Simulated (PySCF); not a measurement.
PySCF input for GeH7NSi, SMILES N[SiH2][GeH3], PBE0-D3(BJ)/def2-SVP. Geometry: PBE0-D3(BJ)/def2-SVP. The structure was generated by enumeration, and PubChem lists no compound with its InChIKey, so it may never have been made. Other conformers were not sampled.

```python
import numpy as np
from pyscf import gto, scf, dft, df
from pyscf.hessian import thermo

mol = gto.M(
    atom='''
    Si    0.59998641   -1.18132861   -0.00000000
    N    -0.70506473   -2.32970150    0.00000000
    Ge   -0.09151046    1.11104320    0.00000000
    H     1.42779445   -1.42184882    1.22142038
    H     1.42779445   -1.42184883   -1.22142037
    H    -1.28370323   -2.39944538    0.83067015
    H    -1.28370322   -2.39944539   -0.83067015
    H    -0.95842181    1.41750651    1.24073774
    H     1.09263940    2.10070411   -0.00000000
    H    -0.95842181    1.41750651   -1.24073776
    ''',
    basis='def2-SVP',
    charge=0,
    spin=0,
    max_memory=1600,
    verbose=3,
)
mf = dft.RKS(mol, xc='pbe0').density_fit(auxbasis='def2-universal-jkfit')
mf.disp = 'd3bj'
mf.grids.level = 3
mf.conv_tol = 1e-11
mf.max_cycle = 100
mf.kernel()

# [left out here: the lines that compute and print the analytic Hessian (its translational invariance restored by hand, since the grid's response is missing), thermochemistry and intensities]
```

It prints:

```
converged SCF energy = -2424.62647553405

WARN: DFTD3 does not support analytical Hessian, using finite difference


WARN: Mole.unit (angstrom) is changed to Bohr

Mode                                 0                   1                   2
Irrep
Freq [cm^-1]                       97.1629            135.3331            149.3250
Reduced mass [au]                   1.1284              3.1481              1.0246
Force const [Dyne/A]                0.0063              0.0340              0.0135
Char temp [K]                     139.7958            194.7143            214.8454
Normal mode                   x     y     z       x     y     z       x     y     z
       0  Si                 0.00 -0.00 -0.04    0.08  0.01  0.00   -0.00 -0.00  0.01
       1   N                -0.00  0.00  0.07   -0.07  0.16 -0.00    0.00 -0.00 -0.03
       2  Ge                -0.00 -0.00  0.00   -0.01 -0.04 -0.00    0.00  0.00 -0.00
       3   H                 0.09  0.02 -0.10    0.05 -0.06 -0.00   -0.12 -0.09  0.07
       4   H                -0.09 -0.02 -0.10    0.05 -0.06  0.00    0.12  0.09  0.07
       5   H                 0.00  0.08  0.08   -0.08  0.26 -0.00    0.43 -0.46  0.23
       6   H                -0.00 -0.08  0.08   -0.08  0.26  0.00   -0.43  0.46  0.23
       7   H                -0.41 -0.18 -0.24   -0.07 -0.17 -0.00   -0.08  0.01 -0.06
       8   H                -0.00  0.00  0.54   -0.17  0.14 -0.00    0.00 -0.00  0.05
       9   H                 0.41  0.18 -0.24   -0.07 -0.17  0.00    0.08 -0.01 -0.06
Mode                                 3                   4                   5
Irrep
Freq [cm^-1]                      332.6718            340.0607            431.0600
Reduced mass [au]                   1.0426              5.1474              1.1233
Force const [Dyne/A]                0.0680              0.3507              0.1230
Char temp [K]                     478.6407            489.2716            620.1993
Normal mode                   x     y     z       x     y     z       x     y     z
       0  Si                -0.00  0.00  0.03   -0.06  0.12 -0.00    0.02 -0.00 -0.00
       1   N                 0.00  0.00 -0.02    0.03  0.05  0.00    0.02 -0.07  0.00
       2  Ge                 0.00 -0.00  0.01    0.01 -0.06 -0.00   -0.02 -0.00  0.00
       3   H                 0.30 -0.24 -0.23   -0.03  0.19 -0.00    0.04  0.05 -0.01
       4   H                -0.30  0.24 -0.23   -0.03  0.19  0.00    0.04  0.05  0.01
       5   H                -0.04 -0.06 -0.05    0.05 -0.06  0.01   -0.13  0.52 -0.04
       6   H                 0.04  0.06 -0.05    0.05 -0.06 -0.01   -0.13  0.52  0.04
       7   H                -0.17  0.41 -0.22    0.07  0.07  0.00    0.10  0.23  0.02
       8   H                 0.00 -0.00 -0.22    0.14 -0.21  0.00    0.26 -0.32  0.00
       9   H                 0.17 -0.41 -0.22    0.07  0.07 -0.00    0.10  0.23 -0.02
Mode                                 6                   7                   8
Irrep
Freq [cm^-1]                      473.4826            529.8396            716.6242
Reduced mass [au]                   1.5153              1.2005              1.0331
Force const [Dyne/A]                0.2001              0.1986              0.3126
Char temp [K]                     681.2360            762.3213           1031.0626
Normal mode                   x     y     z       x     y     z       x     y     z
       0  Si                 0.05 -0.05 -0.00    0.00 -0.00  0.07   -0.00  0.00  0.02
       1   N                -0.03  0.11  0.00   -0.00  0.00 -0.02   -0.00  0.00 -0.02
       2  Ge                -0.03  0.00  0.00   -0.00 -0.00 -0.02   -0.00 -0.00 -0.01
       3   H                 0.05 -0.03  0.00    0.36 -0.07 -0.20   -0.10 -0.54 -0.02
       4   H                 0.05 -0.03 -0.00   -0.36  0.07 -0.20    0.10  0.54 -0.02
       5   H                 0.08 -0.28  0.03   -0.08 -0.24 -0.10    0.16  0.34  0.12
       6   H                 0.08 -0.28 -0.03    0.08  0.24 -0.10   -0.16 -0.34  0.12
       7   H                 0.13  0.31  0.03    0.13 -0.31  0.17    0.07 -0.09  0.07
       8   H                 0.31 -0.37  0.00    0.00 -0.00  0.23    0.00 -0.00  0.13
       9   H                 0.13  0.31 -0.03   -0.13  0.31  0.17   -0.07  0.09  0.07
Mode                                 9                  10                  11
Irrep
Freq [cm^-1]                      781.0812            836.1674            863.8760
Reduced mass [au]                   1.1013              2.0809              1.3399
Force const [Dyne/A]                0.3959              0.8572              0.5892
Char temp [K]                    1123.8020           1203.0588           1242.9252
Normal mode                   x     y     z       x     y     z       x     y     z
       0  Si                -0.01 -0.04 -0.00    0.06  0.03  0.00    0.04  0.06 -0.00
       1   N                 0.02  0.03 -0.00   -0.15 -0.09  0.00   -0.04 -0.06 -0.00
       2  Ge                 0.01 -0.02 -0.00    0.00 -0.00 -0.00   -0.01 -0.01 -0.00
       3   H                -0.03  0.24  0.05    0.27  0.31 -0.09   -0.18 -0.36  0.07
       4   H                -0.03  0.24 -0.05    0.27  0.31  0.09   -0.18 -0.36 -0.07
       5   H                 0.03  0.05  0.00   -0.14 -0.15  0.00   -0.07 -0.07 -0.01
       6   H                 0.03  0.05 -0.00   -0.14 -0.15 -0.00   -0.07 -0.07  0.01
       7   H                -0.09  0.46 -0.16   -0.03  0.01 -0.03    0.28  0.21  0.13
       8   H                -0.33  0.42  0.00   -0.02  0.03 -0.00   -0.20  0.25  0.00
       9   H                -0.09  0.46  0.16   -0.03  0.01  0.03    0.28  0.21 -0.13
Mode                                12                  13                  14
Irrep
Freq [cm^-1]                      886.4899            893.4174            911.6007
Reduced mass [au]                   1.0188              1.0664              1.1204
Force const [Dyne/A]                0.4717              0.5015              0.5486
Char temp [K]                    1275.4615           1285.4287           1311.5904
Normal mode                   x     y     z       x     y     z       x     y     z
       0  Si                 0.00  0.00 -0.00   -0.01 -0.04  0.00    0.05  0.00  0.00
       1   N                -0.00 -0.00  0.02    0.01  0.02 -0.00   -0.03 -0.02 -0.00
       2  Ge                -0.00 -0.00  0.01   -0.01  0.00  0.00    0.00  0.00 -0.00
       3   H                -0.03 -0.12 -0.00   -0.08  0.35  0.12   -0.46  0.16  0.37
       4   H                 0.03  0.12 -0.00   -0.08  0.35 -0.12   -0.46  0.16 -0.37
       5   H                -0.06 -0.04 -0.03    0.02  0.03  0.01   -0.03 -0.04 -0.00
       6   H                 0.06  0.04 -0.03    0.02  0.03 -0.01   -0.03 -0.04  0.00
       7   H                -0.24 -0.40 -0.08    0.42 -0.15  0.33   -0.18 -0.06 -0.11
       8   H                -0.00  0.00 -0.70   -0.10  0.13 -0.00    0.13 -0.15  0.00
       9   H                 0.24  0.40 -0.08    0.42 -0.15 -0.33   -0.18 -0.06  0.11
Mode                                15                  16                  17
Irrep
Freq [cm^-1]                      917.3303           1549.4596           2127.2875
Reduced mass [au]                   1.2249              1.1087              1.0130
Force const [Dyne/A]                0.6073              1.5682              2.7010
Char temp [K]                    1319.8341           2229.3274           3060.6930
Normal mode                   x     y     z       x     y     z       x     y     z
       0  Si                -0.00  0.00  0.04   -0.00 -0.01  0.00    0.00  0.00 -0.00
       1   N                 0.00  0.00 -0.10    0.08  0.03 -0.00   -0.00 -0.00 -0.00
       2  Ge                -0.00 -0.00  0.00   -0.00  0.00  0.00    0.00 -0.01  0.00
       3   H                 0.23  0.31 -0.05   -0.00  0.02 -0.01   -0.01 -0.00 -0.02
       4   H                -0.23 -0.31 -0.05   -0.00  0.02  0.01   -0.01 -0.00  0.02
       5   H                 0.32  0.32  0.16   -0.51 -0.16 -0.40   -0.00 -0.00  0.00
       6   H                -0.32 -0.32  0.16   -0.51 -0.16  0.40   -0.00 -0.00 -0.00
       7   H                -0.05 -0.07 -0.02   -0.00 -0.00  0.00   -0.35  0.11  0.51
       8   H                -0.00  0.00 -0.15    0.00 -0.00 -0.00    0.36  0.27  0.00
       9   H                 0.05  0.07 -0.02   -0.00 -0.00 -0.00   -0.35  0.11 -0.51
Mode                                18                  19                  20
Irrep
Freq [cm^-1]                     2132.5854           2137.0958           2219.4608
Reduced mass [au]                   1.0238              1.0238              1.0294
Force const [Dyne/A]                2.7433              2.7549              2.9877
Char temp [K]                    3068.3155           3074.8050           3193.3099
Normal mode                   x     y     z       x     y     z       x     y     z
       0  Si                -0.00 -0.00 -0.00    0.00  0.00 -0.00   -0.03  0.01  0.00
       1   N                 0.00  0.00 -0.00   -0.00  0.00 -0.00    0.00 -0.00  0.00
       2  Ge                -0.00 -0.00  0.01    0.01  0.01  0.00   -0.00 -0.00 -0.00
       3   H                 0.02 -0.01  0.03    0.02 -0.01  0.03    0.38 -0.10  0.57
       4   H                -0.02  0.01  0.03    0.02 -0.01 -0.03    0.38 -0.10 -0.57
       5   H                 0.00  0.00  0.00   -0.00 -0.00 -0.00   -0.01  0.00 -0.00
       6   H                -0.00 -0.00  0.00   -0.00 -0.00  0.00   -0.01  0.00  0.00
       7   H                 0.40 -0.14 -0.55   -0.16  0.07  0.26   -0.01  0.01  0.01
       8   H                 0.00  0.00  0.02   -0.67 -0.57  0.00    0.04  0.04 -0.00
       9   H                -0.40  0.14 -0.55   -0.16  0.07 -0.26   -0.01  0.01 -0.01
Mode                                21                  22                  23
Irrep
Freq [cm^-1]                     2228.8141           3600.9725           3697.8383
Reduced mass [au]                   1.0525              1.0505              1.0952
Force const [Dyne/A]                3.0804              8.0260              8.8239
Char temp [K]                    3206.7672           5180.9978           5320.3659
Normal mode                   x     y     z       x     y     z       x     y     z
       0  Si                 0.00 -0.00  0.04    0.00  0.00  0.00    0.00  0.00  0.00
       1   N                 0.00  0.00  0.00   -0.05 -0.01 -0.00   -0.00 -0.00  0.08
       2  Ge                 0.00  0.00  0.00    0.00 -0.00  0.00    0.00 -0.00 -0.00
       3   H                -0.38  0.11 -0.56    0.00 -0.00  0.00   -0.00 -0.00 -0.00
       4   H                 0.38 -0.11 -0.56    0.00 -0.00 -0.00    0.00  0.00 -0.00
       5   H                -0.00  0.00  0.00    0.37  0.06 -0.58    0.39  0.05 -0.55
       6   H                 0.00 -0.00  0.00    0.37  0.06  0.58   -0.39 -0.05 -0.55
       7   H                 0.02 -0.01 -0.03   -0.00  0.00  0.00   -0.00  0.00  0.00
       8   H                -0.00 -0.00  0.00    0.00  0.00  0.00    0.00  0.00  0.00
       9   H                -0.02  0.01 -0.03   -0.00  0.00 -0.00    0.00 -0.00  0.00
temperature 298.1500 [K]
pressure 101325.00 [Pa]
Rotational constants [GHz] 14.18114 2.14712 1.97407
Symmetry number 1
Zero-point energy (ZPE) 0.06604 [Eh]   173392.945 [J/mol]
                           tot       elec      trans        rot        vib
Entropy [J/mol/K]       340.983      0.000    168.637    109.134     63.212
Cv [J/mol/K]             98.505      0.000     12.472     12.472     73.561
Cp [J/mol/K]            106.819      0.000     20.786     12.472     73.561
Internal energy [J/mol]                      3718.434   3718.434 184092.659
Internal energy [Eh]   -2424.55353  -2424.62648
Enthalpy [J/mol]                             6197.391   3718.434 184092.659
Enthalpy [Eh]          -2424.55258
Gibbs free energy [J/mol]                  -44081.840 -28819.749 165246.006
Gibbs free energy [Eh] -2424.59130
mode   freq/cm-1   IR/(km/mol)
   1       97.16         0.108
   2      135.33         6.176
   3      149.33        25.464
   4      332.67        18.755
   5      340.06         5.149
   6      431.06       147.529
   7      473.48       128.690
   8      529.84         0.690
   9      716.62         4.132
  10      781.08       384.643
  11      836.17         9.024
  12      863.88        44.152
  13      886.49        16.621
  14      893.42        70.042
  15      911.60       109.493
  16      917.33        43.983
  17     1549.46        37.240
  18     2127.29        86.610
  19     2132.59       118.339
  20     2137.10       132.730
  21     2219.46       106.685
  22     2228.81       131.885
  23     3600.97        34.758
  24     3697.84        32.709
max |gradient| / (hartree/bohr): 6.617284882801425e-05
APT charges: [ 1.1106 -0.8319  0.6145 -0.2723 -0.2723  0.1949  0.1949 -0.2432 -0.252
 -0.2432]
```

The run converged.

Cost: roughly 3 core-minutes.
